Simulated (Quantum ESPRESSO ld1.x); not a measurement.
Values are calculated unless marked as measured or tabulated.
Question: Radial electron density D(r) = 4 pi r^2 rho(r) of an atom or ion with 64 electrons. Code: ld1.x of Quantum ESPRESSO 7.5. Model: Dirac Kohn-Sham, PBE, spin-unpolarised, spherical densities, point nucleus.

```
   r/bohr * D(r) (the largest magnitude, 115, reaches the edge; | marks zero)
 0.001664 |    *
 0.001937 |     *
 0.002255 |       *
 0.002626 |        *
 0.003081 |           *
 0.003587 |             *
 0.004176 |                *
 0.004862 |                    *
  0.00566 |                        *
 0.006589 |                            *
 0.007732 |                                *
 0.009001 |                                   *
  0.01048 |                                      *
   0.0122 |                                        *
   0.0142 |                                          *
  0.01653 |                                         *
   0.0194 |                                        *
  0.02259 |                                      *
  0.02629 |                                     *
  0.03061 |                                     *
  0.03564 |                                      *
  0.04182 |                                           *
  0.04868 |                                                *
  0.05668 |                                                    *
  0.06598 |                                                      *
  0.07681 |                                                    *
  0.08942 |                                                *
   0.1049 |                                          *
   0.1222 |                                        *
   0.1422 |                                           *
   0.1656 |                                               *
   0.1927 |                                                *
   0.2244 |                                           *
   0.2633 |                                *
   0.3065 |                       *
   0.3569 |                    *
   0.4155 |                     *
   0.4837 |                        *
   0.5676 |                       *
   0.6607 |                  *
   0.7692 |             *
   0.8955 |         *
    1.042 |      *
    1.214 |     *
    1.424 |    *
    1.658 |  *
     1.93 | *
    2.247 |*
    2.616 |*
    3.045 *
    3.574 *
     4.16 *
    4.843 *
    5.638 *
    6.564 *
    7.642 *
    8.968 *
    10.44 *
```

What is the nuclear charge?

Answer: Z = 65. The innermost maximum, from 1s, lies near gamma/Z bohr with gamma = sqrt(1 - (Z/c)^2) = 0.880, here 0.0135 bohr (found: 0.0149), and its height grows with Z. The density is that of the terbium ion Tb+ in [Xe] 4f9 6s1; the configuration itself is not fixed sharply by these data, and Z only to a few units. D(r) has 4 maxima, at r = 0.0149, 0.0665, 0.185, 0.507 bohr, and minima at 0.0289, 0.121, 0.363 bohr, inside which lie 2.02, 11.17, 29.43 electrons.
